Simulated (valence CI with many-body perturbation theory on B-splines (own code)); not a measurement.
Questions on Yb LXIV

Method: relativistic CI+MBPT: five valence electrons over a frozen Dirac-Fock core [He], radial functions for each j: 11 s, 11 p, 10 d, 8 f, 5 g, 2 h, with the one-electron correlation potential Σ1 (screened to all orders), the two-electron term Σ2, the three-electron term Σ3, Breit, model QED; selected single and double excitations, second order for the rest, scaled by the run's own slope (own B-spline code, finite nucleus).

No measured spectrum was set against this ion. As an estimate, large intervals hold to a few tenths of a per cent, small ones and those within an open d or f shell to about a per cent. Among the levels kept, up to 7400 cm⁻¹ of a level comes from second order outside the variational space, and about a tenth of that is noise between levels of different J, which matters for small intervals.

Levels are named by their leading jj configuration (3d3/2^4 stands for four electrons in 3d with j = 3/2), which in mixed levels can hold well under half, so a name can repeat and another be missing.

Rates and lifetimes use the calculated energies. Strong lines usually hold to 10 to 20 %, long lifetimes can be off by a factor of two.

Problem. What is the ground level?

Solution. (2s^2 2p1/2^2 2p3/2) J=3/2, composition 48 % 2s²2p³ ²P° + 27 % 2s²2p³ ²D° + 24 % 2s²2p³ ⁴S°, g = 1.319.

Problem. Name the longest-lived excited levels whose lifetime is computed, and their main decay.

Solution. (2s^2 2p1/2 2p3/2^2) J=5/2 at 1094 eV lives 504 ps, mostly by M1 to (2s^2 2p1/2^2 2p3/2) J=3/2; (2s^2 2p1/2 2p3/2^2) J=1/2 at 1142 eV lives 152 ps, mostly by M1 to (2s^2 2p1/2^2 2p3/2) J=3/2; (2s^2 2p1/2 2p3/2^2) J=3/2 at 1071 eV lives 86.1 ps, mostly by M1 to (2s^2 2p1/2^2 2p3/2) J=3/2.

Problem. Among levels below 11216 eV, which E1 lines absorb most strongly from the ground level?

Solution. to (2s^2 2p1/2^2 3d5/2) J=5/2 at 0.1463 nm, f = 0.547; to (2s^2 2p1/2 2p3/2 3d3/2) J=5/2 at 0.1305 nm, f = 0.506; to (2s^2 2p1/2 2p3/2 3d3/2) J=3/2 at 0.1304 nm, f = 0.293.

Problem. How well does LS coupling describe the low levels?

Solution. Among the lowest 20 levels the leading LS term, summed over configurations, holds 63 % on average. For single configurations the figures are 63 % in LS and 100 % in jj coupling. Terms mix most in the J = 3/2 level at 8295 eV, where the leading one holds 35 %.

Problem. Where does the other parity begin?

Solution. At (2s 2p1/2^2 2p3/2^2) J=5/2, 1389 eV.
